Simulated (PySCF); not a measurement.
**Ge²⁺ (germanium, charge +2): M06-L calculation**

Configuration: [Ar] 3d10 4s2, closed-shell 1S. Computed with PySCF 2.14 in 6-31G* (5s4p3d, 32 functions), with the non-relativistic Hamiltonian (point nucleus).

```json
{"Total energy": "-2075.713 hartree", "One-electron energy": "-2869.902 hartree", "Hartree (Coulomb) energy": "872.562 hartree", "Exchange-correlation energy": "-78.373 hartree", "Kinetic energy": "2072.82812 hartree", "⟨S²⟩": "0.0000", "⟨L²⟩": "0.000", "Sum of ⟨r⟩": "18.10 bohr", "Sum of ⟨r²⟩": "20.09 bohr²", "Density at the nucleus (Gaussians lack the cusp)": "21200 bohr⁻³", "Langevin diamagnetic susceptibility": "-15.9 ×10⁻⁶ cm³/mol", "Time after the integrals": "0.81 s of wall time on 1 thread of Neoverse-N1 (shared host)"}
```

| shell | electrons | mean orbital energy (eV) | rms radius, mean of both spins (bohr) |
| --- | --- | --- | --- |
| 1s | 2 | -10853.5 | 0.0554 |
| 2s | 2 | -1373.4 | 0.231 |
| 2p | 6 | -1221.7 | 0.205 |
| 3s | 2 | -190.59 | 0.678 |
| 3p | 6 | -139.41 | 0.705 |
| 3d | 10 | -51.326 | 0.821 |
| 4s | 2 | -28.963 | 2.13 |
